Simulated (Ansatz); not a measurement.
Species: BBr3, SMILES `BrB(Br)Br` (charge 0, multiplicity 1).

### Question
Give a relaxed geometry from B3LYP-D3(BJ)/def2-TZVP run with Ansatz (a first-principles code).

### Answer
the end point of this relaxation (outside a Z-matrix the atoms follow the SMILES, hydrogens last).
Z-matrix (Å, degrees):
```
B
Br 1 1.9071
Br 1 1.9072 2 120.00
Br 1 1.9072 2 120.00 3 -179.97
```
